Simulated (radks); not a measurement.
The numbers below are computed, except where a source is named.
Problem. All-electron atom: Er III in [Kr] 4d10 4f12 5s1 5p6 5f1 (not the ground configuration). Level of theory: Dirac Kohn-Sham, B86b exchange with PBE correlation, spin-unpolarised, spherical densities, finite nucleus; open shells fill j = l - 1/2 first; Fermi nuclear charge, rms radius 5.2516 fm (a radial shooting solver on a logarithmic mesh with Libxc functionals).

Spin-orbit splittings of the eigenvalues, e(l+1/2) - e(l-1/2), with zeta = 2 splitting/(2l+1) and mean radii in bohr:

shell  occ.  splitting (eV)  zeta (eV)  <r> j=l-1/2  <r> j=l+1/2
2p        6               ?          ?      0.07146      0.07874
3p        6           192.6      128.4       0.2146       0.2283
3d       10           42.10      16.84       0.2012       0.2055
4p        6           43.24      28.83       0.5175       0.5489
4d       10           7.851      3.140       0.5779       0.5891
4f       12           1.106     0.3160       0.7856       0.8001
5p        6           5.743      3.829        1.378        1.474
5d        0          0.4994     0.1998        2.111        2.157
5f        1         0.01050   0.003001        5.726        5.741

Estimate the 2p splitting.

Solution. 917.1 eV (zeta = 611.4 eV).
